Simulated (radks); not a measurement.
Values are calculated unless marked as measured or tabulated.
Q: Excited configurations of Cs: one electron is placed in a higher orbital outside [Xe]. The ground configuration is [Xe] 6s1. Level of theory: scalar-relativistic Kohn-Sham, r2SCAN, spin-polarised, spherical densities, finite nucleus; open shells are filled with parallel spins first (spin-orbit coupling, left out, can overturn this in heavy ions); meta-GGA in the generalised Kohn-Sham scheme; Fermi nuclear charge, rms radius 4.8041 fm (a radial shooting solver on a logarithmic mesh with Libxc functionals). Excitation = E - E(ground); binding = E(ion) - E, where the ion is the core of charge +1; n* = 1/sqrt(2 binding) in atomic units, and the quantum defect is n - n*.

outer orbital  excitation (eV)  binding (eV)     n*  quantum defect  eigenvalue (eV)  <r> (bohr)
5f                       3.181         0.601  4.758           0.242           -0.346       30.60
6d                       2.556         1.226  3.331           2.669           -0.636       14.54
7p                       2.536         1.245  3.306           3.694           -0.768       16.38

Estimate the row for 5d.

A: excitation (eV) 1.788; binding (eV) 1.994; n* 2.612; quantum defect 2.388; eigenvalue (eV) -0.603; <r> (bohr) 7.058. The Delta-SCF ionisation energy is 3.782 eV (NIST Atomic Spectra Database: 3.894 eV, measured). Self-interaction in the functional shifts the binding energies and quantum defects, so they are the method's values and not measured ones.
